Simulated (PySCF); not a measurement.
**Exercise with solution: oscillator strength and radiative lifetime**

Si(Br)(Me)(OH)2 (CH₅BrO₂Si), SMILES C[Si](O)(O)Br.

Geometry optimised at B3LYP-D3(BJ)/def2-SVP. The structure was generated by enumeration, and PubChem lists no compound with its InChIKey, so it may never have been made. One conformer was computed; it need not be the lowest.

TDDFT-PBE0/def2-SVPD (PySCF 2.14.0) puts the first singlet state with f over 0.02 at 7.19 eV (vertical), with the transition dipole (-0.061, -0.519, -0.087) in atomic units.

Question: Find the oscillator strength, the wavelength and the radiative lifetime that this transition would have in vacuum if emission retraced absorption.

Answer: 
|μ|² = 0.2807 au, so |μ| = 1.35 D. ΔE = 7.19/27.211 = 0.2642 hartree. f = (2/3) ΔE |μ|² = 0.049 (the program prints 0.049).
λ = 1239.84/7.19 = 172 nm; ν = 57991 cm⁻¹.
Einstein's coefficient A = 0.6670 ν² f s⁻¹ (ν in cm⁻¹) = 1.1e8 s⁻¹, so τ = 1/A = 9.0 ns. This state is S1. The figure is the radiative limit of this one transition; relaxation, internal conversion, crossing to triplets and a medium change what is measured.
